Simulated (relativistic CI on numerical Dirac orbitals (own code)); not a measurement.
**Co4+ in a cubic cluster: L2,3 absorption with charge transfer**

Computed with a charge-transfer multiplet model of a cubic metal-ligand cluster with up to 2 ligand holes, Slater and spin-orbit integrals from Dirac-Coulomb-Breit ions, Slater integrals scaled by 0.9. The parameters are those of a tetrahedral site (10Dq negative, t2 hopping the larger). The ground state mixes d5 with configurations of k ligand holes L, whose averages lie at kΔ + k(k − 1)U_dd/2; a core hole lowers each added d electron by U_cd. 20 K, Lorentzian 0.4 eV and Gaussian 0.3 eV FWHM.

Atomic integrals in eV (Slater integrals scaled, ζ unscaled), ground: F2dd 12.224, F4dd 7.677, zeta_d 0.080; with the core hole: F2dd 12.888, F4dd 8.096, zeta_d 0.102, zeta_core 9.658, F2cd 7.721, G1cd 5.944, G3cd 3.382.

Cluster parameters (eV): Δ = -0.3, U_dd = 7.6, U_cd = 9, 10Dq(ligand) = 0, V(eg) = 1.2, V(t2g) = -2.04, final-state hopping factor = 0.8.

```csv
Case,n_d,d5,d6L,d7L2,S
10Dq = -1.4 eV,5.47,0.57,0.39,0.04,2.50
10Dq = -0.5 eV,5.47,0.57,0.39,0.04,2.50
10Dq = -0.2 eV,5.47,0.57,0.40,0.04,2.50
```

Weights, n_d and S are thermal averages at 20 K. Photon energies count from the first peak over 30 % of the highest in each spectrum, which can be another peak from case to case. The parameters are a model scan and need not match a compound or its usual spin state. Peaks in eV (height, largest 100):
- 10Dq = -1.4 eV: -2.8 (18), 0.0 (100), 1.8 (23), 4.1 (14), 13.4 (11), 15.4 (18), 16.7 (17)
- 10Dq = -0.5 eV: -2.4 (7), 0.0 (100), 2.2 (16), 4.5 (16), 14.0 (11), 14.7 (17), 16.5 (23)
- 10Dq = -0.2 eV: 0.0 (100), 0.8 (58), 2.4 (15), 4.5 (17), 14.7 (19), 16.5 (26)

Curve for 10Dq = -1.4 eV (points under 2 left out, the grid thinned):

E (eV), Intensity and a bar:
```
     -3.7        2.1 
     -3.2        7.3 ##
     -2.6       13.4 ####
     -2.1        6.3 #
     -1.5       10.8 ###
     -1.0       24.2 #######
     -0.5       55.0 #################
      0.1       97.8 ##############################
      0.6       70.2 #####################
      1.1       31.0 #########
      1.7       23.0 #######
      2.2       20.5 ######
      2.8       14.7 ####
      3.3       12.8 ###
      3.8       13.0 ###
      4.4       13.4 ####
      4.9       11.5 ###
      5.5       10.2 ###
      6.0        5.7 #
      6.5        4.5 #
      7.1        4.6 #
      7.6        3.5 
      8.1        2.4 
      8.7        2.2 
      9.2        2.3 
      9.8        2.2 
     10.3        2.1 
     10.8        2.0 
     12.6        2.9 
     13.1        7.5 ##
     13.7        8.4 ##
     14.2        6.0 #
     14.7       12.3 ###
     15.3       17.4 #####
     15.8       16.7 #####
     16.4       15.3 ####
     16.9       16.3 ####
     17.4        9.7 ##
     18.0        6.1 #
     18.5        4.6 #
     19.0        4.0 #
     19.6        3.2 
     20.1        2.7 
     20.7        2.7 
     21.2        2.0
```

For the case 10Dq = -0.5 eV, Δ = -0.3 eV is smaller than U_dd = 7.6 eV, the charge-transfer side of the Zaanen-Sawatzky-Allen scheme (negative Δ: between configuration averages a ligand hole costs less than the nominal valence; multiplet and field energies can change this for the lowest states). With the core hole the configuration with one ligand hole lies at Δ + U_dd − U_cd = -1.7 eV from the one without, against Δ in the ground state.
